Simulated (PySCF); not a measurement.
Delta-SCF ions had no search for a lower state. Excitations are Tamm–Dancoff values on a coarser integration grid. The basis has no diffuse functions, so Rydberg states are missing or too high.

Cartesian coordinates (Å):
```xyz
6

B      1.8256    -0.0007    -0.3052
B      0.2829    -0.0027    -0.3207
B     -1.2822    -0.0011    -0.3385
H      2.9972     0.0017    -0.2940
H     -1.9221    -0.8600     0.1959
H     -1.9014     0.8627    -0.8898
```
Charge 0, spin multiplicity 1.

**Question.** What brightest of the four lowest singlets (TDA), S1 excitation (TDA), dipole moment, HOMO–LUMO gap and vertical ionisation energy (Delta-SCF) does M06-2X/def2-TZVP // B3LYP-D3(BJ)/def2-TZVP (PySCF 2.14.0) give?

**Answer.** 
```
Item                                           Value
-------------------------------------------  -------
brightest of the four lowest singlets (TDA)  4.57 eV
S1 excitation (TDA)                          0.13 eV
dipole moment                                 1.85 D
HOMO–LUMO gap                                4.20 eV
vertical ionisation energy (Delta-SCF)       8.36 eV
```
